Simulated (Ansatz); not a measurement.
Relaxation of C$_{3}$H$_{3}$BFNO (10 atoms, charge 0, multiplicity 1), to a largest force component of 0.02 eV/Å in at most 40 steps.

Level of theory: Ansatz, RKS B3LYP-D4/STO-3G.

```xyz
10
Properties=species:S:1:pos:R:3
B -1.355 1.222 -0.447
C -0.430 0.333 0.322
N -0.522 0.281 1.599
C 0.627 -0.455 -0.416
C 1.570 -1.371 -0.432
F 2.416 -2.156 0.263
O 1.137 -0.854 -1.602
H -2.160 1.937 0.118
H -1.351 1.344 -1.596
H 0.151 -0.332 2.193
```

**Question.** Where does it end, and by what steps?

**Answer.** The run converged. Limits of this set-up: minimal basis. After 11 steps the energy has fallen by 2.319 eV; F6 moved furthest, 0.30 Å. The start is strongly strained (largest force component 17 eV/Å).

```
step  energy less start (eV)  largest force component (eV/Å)  accepted
   0                  0.0000                          16.558       yes
   1                 -1.9058                           4.481       yes
   2                 -2.1023                           1.449       yes
   3                 -2.2404                           0.807       yes
   4                 -2.2883                           0.750       yes
   5                 -2.3071                           0.411       yes
   6                 -2.3096                           0.351       yes
   7                 -2.3151                           0.152       yes
   8                 -2.3169                           0.106       yes
   9                 -2.3188                           0.051       yes
  10                 -2.3189                           0.030       yes
  11                 -2.3190                           0.016       yes
```

```xyz
10
Properties=species:S:1:pos:R:3
B -1.348 1.242 -0.472
C -0.435 0.347 0.418
N -0.631 0.390 1.766
C 0.574 -0.486 -0.200
C 1.566 -1.346 -0.403
F 2.504 -2.214 -0.015
O 1.140 -0.844 -1.690
H -2.161 1.911 0.044
H -1.222 1.244 -1.638
H 0.095 -0.294 2.194
```

Whether the end is a true minimum wasn't checked by a vibrational analysis.

Run time: 44 s on 1 thread of Arm Neoverse V1, with other jobs on the host, peak memory 0.17 GiB.
